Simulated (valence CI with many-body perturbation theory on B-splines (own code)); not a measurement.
**As28+: electric-dipole lines**

Computed by valence CI with perturbative core correlation (CI+MBPT): three valence electrons over a frozen Dirac-Fock core [He], a basis of 11 s, 11 p, 9 d, 7 f, 5 g, 2 h, 1 i functions for each j, with the one-electron correlation potential Σ1, the two-electron term Σ2, the three-electron term Σ3, Breit, model QED; selected CI, second order for the rest (own B-spline code, finite nucleus).

The last digits are not significant, and no measured levels were compared; by estimate large intervals hold to a few tenths of a per cent, small ones and those within an open d or f shell to about a per cent.

Lines 101 to 150 of 264 in falling wavelength, among levels below 1991.5 eV, chosen from the strongest by gf and those to the six lowest levels. Wavelengths and rates use the calculated energies. Electric multipoles are in the length gauge, E1 and E2 with the static RPA response of the core. Weak lines are less certain than strong ones. Lines between different terms over intervals too small for the method are left out, as are lines whose strength nearly cancels. The highest levels of a list are the least certain.

Levels are named by their leading jj configuration (3d3/2^4 stands for four electrons in 3d with j = 3/2), which in mixed levels can hold well under half, so a name can repeat and another be missing. Letters in brackets count levels of one name in rising energy.

```csv
λ vac (Å),Upper,Lower,A (s⁻¹),S (a.u.) with core polarisation,S without
7.354,(2s^2 3s) J=1/2,(2s^2 2p3/2) J=3/2,5.35e+12,2.10e-03,2.09e-03
7.346,(2s 2p1/2 3s) J=1/2 [a],(2s 2p1/2 2p3/2) J=3/2 [a],6.18e+12,2.42e-03,2.41e-03
7.321,(2s 2p3/2 3s) J=3/2 [a],(2s 2p1/2 2p3/2) J=3/2 [b],2.87e+11,2.23e-04,2.22e-04
7.311,(2s 2p1/2 3s) J=3/2,(2s 2p1/2 2p3/2) J=3/2 [a],7.22e+11,5.57e-04,5.55e-04
7.301,(2p3/2^2 3s) J=5/2,(2p1/2 2p3/2^2) J=5/2,4.35e+12,5.02e-03,5.00e-03
7.295,(2s 2p3/2 3d5/2) J=5/2 [a],(2s 2p3/2^2) J=3/2,4.53e+12,5.21e-03,5.22e-03
7.293,(2p1/2 2p3/2 3s) J=5/2,(2p1/2^2 2p3/2) J=3/2,4.71e+12,5.41e-03,5.40e-03
7.280,(2s 2p1/2 3d3/2) J=3/2 [a],(2s 2p1/2 2p3/2) J=3/2 [b],2.17e+12,1.65e-03,1.65e-03
7.273,(2s 2p3/2 3d5/2) J=3/2 [a],(2s 2p3/2^2) J=3/2,7.93e+12,6.03e-03,6.04e-03
7.267,(2s 2p3/2 3d5/2) J=3/2 [a],(2s 2p3/2^2) J=1/2,1.33e+13,1.01e-02,1.01e-02
7.258,(2p3/2^2 3s) J=5/2,(2p1/2 2p3/2^2) J=3/2,4.00e+12,4.53e-03,4.52e-03
7.257,(2s 2p1/2 3d3/2) J=5/2,(2s 2p1/2 2p3/2) J=3/2 [b],7.99e+11,9.05e-04,9.06e-04
7.241,(2s 2p1/2 3s) J=1/2 [a],(2s 2p1/2^2) J=1/2,1.42e+12,5.31e-04,5.29e-04
7.235,(2s 2p1/2 3d5/2) J=3/2,(2s 2p1/2 2p3/2) J=1/2,2.40e+13,1.80e-02,1.80e-02
7.233,(2s 2p3/2 3s) J=5/2,(2s 2p1/2 2p3/2) J=5/2,5.12e+12,5.74e-03,5.72e-03
7.233,(2s 2p3/2 3d5/2) J=1/2,(2s 2p3/2^2) J=1/2,4.31e+13,1.61e-02,1.61e-02
7.230,(2s 2p1/2 3d5/2) J=5/2 [a],(2s 2p1/2 2p3/2) J=3/2 [b],2.14e+12,2.40e-03,2.40e-03
7.218,(2s 2p1/2 3d3/2) J=3/2 [b],(2s 2p1/2 2p3/2) J=3/2 [b],3.18e+12,2.36e-03,2.37e-03
7.216,(2s 2p1/2 3d3/2) J=1/2,(2s 2p1/2 2p3/2) J=3/2 [b],7.84e+11,2.91e-04,2.91e-04
7.212,(2p1/2^2 3d3/2) J=3/2,(2p1/2^2 2p3/2) J=3/2,5.72e+12,4.23e-03,4.24e-03
7.207,(2s 2p1/2 3s) J=3/2,(2s 2p1/2^2) J=1/2,3.44e+12,2.54e-03,2.54e-03
7.188,(2s 2p1/2 3d5/2) J=3/2,(2s 2p1/2 2p3/2) J=3/2 [b],8.91e+12,6.53e-03,6.53e-03
7.184,(2s 2p3/2 3s) J=3/2 [a],(2s 2p1/2 2p3/2) J=5/2,1.37e+11,1.00e-04,9.91e-05
7.180,(2p1/2^2 3d5/2) J=5/2,(2p1/2^2 2p3/2) J=3/2,2.19e+13,2.40e-02,2.41e-02
7.180,(2s 2p3/2 3s) J=1/2,(2s 2p1/2 2p3/2) J=3/2 [b],3.31e+12,1.21e-03,1.20e-03
7.176,(2s^2 3s) J=1/2,(2s^2 2p1/2) J=1/2,2.41e+12,8.80e-04,8.75e-04
7.175,(2s 2p1/2 3d5/2) J=5/2 [b],(2s 2p1/2 2p3/2) J=3/2 [b],3.62e+13,3.96e-02,3.97e-02
7.174,(2s 2p3/2 3s) J=5/2,(2s 2p1/2 2p3/2) J=3/2 [a],3.71e+12,4.06e-03,4.04e-03
7.170,(2s 2p3/2 3s) J=3/2 [b],(2s 2p1/2 2p3/2) J=3/2 [b],8.47e+11,6.16e-04,6.21e-04
7.154,(2s 2p3/2 3d5/2) J=7/2 [a],(2s 2p3/2^2) J=5/2,3.30e+12,4.77e-03,4.78e-03
7.145,(2s 2p3/2 3d3/2) J=3/2 [a],(2s 2p3/2^2) J=5/2,3.15e+12,2.27e-03,2.27e-03
7.145,(2s 2p1/2 3d3/2) J=3/2 [a],(2s 2p1/2 2p3/2) J=5/2,2.11e+11,1.52e-04,1.52e-04
7.137,(2s 2p3/2 3d3/2) J=3/2 [b],(2s 2p3/2^2) J=3/2,9.17e+12,6.58e-03,6.59e-03
7.131,(2s 2p3/2 3d3/2) J=3/2 [b],(2s 2p3/2^2) J=1/2,2.14e+13,1.53e-02,1.54e-02
7.126,(2s 2p3/2 3s) J=3/2 [a],(2s 2p1/2 2p3/2) J=3/2 [a],1.73e+11,1.24e-04,1.23e-04
7.124,(2s 2p3/2 3d5/2) J=5/2 [a],(2s 2p3/2^2) J=5/2,3.03e+13,3.25e-02,3.25e-02
7.122,(2s 2p1/2 3d3/2) J=5/2,(2s 2p1/2 2p3/2) J=5/2,3.43e+12,3.67e-03,3.67e-03
7.119,(2s 2p3/2 3d5/2) J=5/2 [b],(2s 2p3/2^2) J=3/2,6.82e+13,7.29e-02,7.30e-02
7.117,(2s 2p3/2 3d3/2) J=1/2 [b],(2s 2p3/2^2) J=3/2,7.73e+12,2.75e-03,2.75e-03
7.104,(2s 2p3/2 3d5/2) J=3/2 [a],(2s 2p3/2^2) J=5/2,4.54e+12,3.21e-03,3.22e-03
7.103,(2s 2p3/2 3d5/2) J=3/2 [b],(2s 2p3/2^2) J=3/2,2.12e+13,1.50e-02,1.50e-02
7.097,(2s 2p3/2 3d5/2) J=3/2 [b],(2s 2p3/2^2) J=1/2,2.46e+13,1.73e-02,1.74e-02
7.096,(2s 2p1/2 3d5/2) J=5/2 [a],(2s 2p1/2 2p3/2) J=5/2,5.92e+12,6.26e-03,6.27e-03
7.087,(2s 2p1/2 3d5/2) J=7/2,(2s 2p1/2 2p3/2) J=5/2,3.07e+13,4.31e-02,4.32e-02
7.087,(2s 2p1/2 3d3/2) J=3/2 [a],(2s 2p1/2 2p3/2) J=3/2 [a],2.93e+12,2.06e-03,2.06e-03
7.087,(2p1/2 2p3/2 3d3/2) J=3/2,(2p1/2^2 2p3/2) J=3/2,8.36e+12,5.88e-03,5.89e-03
7.085,(2s 2p3/2 3d5/2) J=7/2 [b],(2s 2p3/2^2) J=5/2,6.65e+13,9.35e-02,9.36e-02
7.085,(2s 2p1/2 3d3/2) J=3/2 [b],(2s 2p1/2 2p3/2) J=5/2,1.40e+12,9.83e-04,9.85e-04
7.084,(2p1/2 2p3/2 3d3/2) J=5/2,(2p1/2^2 2p3/2) J=3/2,5.67e+12,5.97e-03,5.98e-03
7.084,(2s 2p3/2 3d3/2) J=5/2 [a],(2s 2p1/2 2p3/2) J=3/2 [b],8.64e+11,9.10e-04,9.11e-04
```
